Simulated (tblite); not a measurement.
Compound: C4H6OSi2.
SMILES: `C#C[Si@H]1C=C[SiH2]O1`

Level: GFN2-xTB in tblite, geometry and Hessian alike; calculated harmonic values, unscaled, isolated species. The method is semi-empirical: single wavenumbers can be off by several per cent or more. Modes of hydrogen on silicon can be 10 to 20 % off.

Harmonic wavenumbers (cm⁻¹): 65.6, 91.1, 167.0, 239.2, 279.5, 310.9, 378.0, 479.0, 490.8, 563.8, 573.4, 614.4, 631.6, 665.6, 677.1, 682.3, 710.6, 752.1, 757.1, 779.7, 797.5, 911.1, 938.7, 1096.2, 1284.2, 1588.8, 2212.5, 2275.1, 2281.8, 2294.2, 3027.4, 3046.4, 3352.3.

A = 3712, B = 1261, C = 1123 MHz; mass 125.996 u (most abundant isotopes); point group C1, symmetry number 1.

Problem. What is the zero-point energy?

Solution. ½Σν̃ = 17508 cm⁻¹ = 50.06 kcal/mol.

Problem. What is S at 350 K and 1 bar for an ideal gas of classical rigid rotors and harmonic oscillators?

Solution. Translation 41.23, rotation 28.98, vibration 26.59: S = 96.8 cal/(mol K).

Problem. And Cp and H(350 K) − H(0)?

Solution. Cp = 38.80 cal/(mol K), of which vibrations give 30.86 (their classical limit is 33 R = 65.6); H(350 K) − H(0) = 8.01 kcal/mol without the zero-point energy, 5.23 from vibrations.

Problem. Blend soft modes into free rotors: weight 1/[1 + (100 cm⁻¹/ν̃)⁴] for the oscillator and the rest for a rotor with moment μB/(μ + B), μ = h/(8π²ν), B = 10⁻⁴⁴ kg m². What vibrational entropy results?

Solution. 25.09 cal/(mol K) in place of 26.59, which changes −T·S at 350 K by +0.52 kcal/mol.

Problem. What must be added to the electronic energy to get the Gibbs energy at 350 K and 1 bar?

Solution. ZPE + [H(350 K) − H(0)] − T·S = 50.06 + 8.01 − 33.88 = 24.19 kcal/mol.

Problem. How do the functions run with temperature in this model?

Solution. 
```json
{"T (K)": "150", "S (cal/(mol K))": "72.4", "Cp (cal/(mol K))": "20.0", "H − H(0) (kcal/mol)": "1.99", "G − H(0) (kcal/mol)": "-8.87", "ln q(vib)": "1.82"}
{"T (K)": "250", "S (cal/(mol K))": "85.1", "Cp (cal/(mol K))": "30.5", "H − H(0) (kcal/mol)": "4.52", "G − H(0) (kcal/mol)": "-16.76", "ln q(vib)": "3.75"}
{"T (K)": "298.15", "S (cal/(mol K))": "90.9", "Cp (cal/(mol K))": "34.8", "H − H(0) (kcal/mol)": "6.10", "G − H(0) (kcal/mol)": "-21.00", "ln q(vib)": "4.75"}
{"T (K)": "400", "S (cal/(mol K))": "102.2", "Cp (cal/(mol K))": "42.0", "H − H(0) (kcal/mol)": "10.03", "G − H(0) (kcal/mol)": "-30.84", "ln q(vib)": "6.94"}
{"T (K)": "600", "S (cal/(mol K))": "121.1", "Cp (cal/(mol K))": "50.8", "H − H(0) (kcal/mol)": "19.40", "G − H(0) (kcal/mol)": "-53.24", "ln q(vib)": "11.16"}
{"T (K)": "900", "S (cal/(mol K))": "143.3", "Cp (cal/(mol K))": "58.5", "H − H(0) (kcal/mol)": "35.90", "G − H(0) (kcal/mol)": "-93.03", "ln q(vib)": "16.91"}
```

q(vib) and H(0) count from the zero-point level.

Hindered rotation and anharmonicity are outside this model. The structure is chiral; the term R ln 2 for an equal mix with its mirror image is left out.
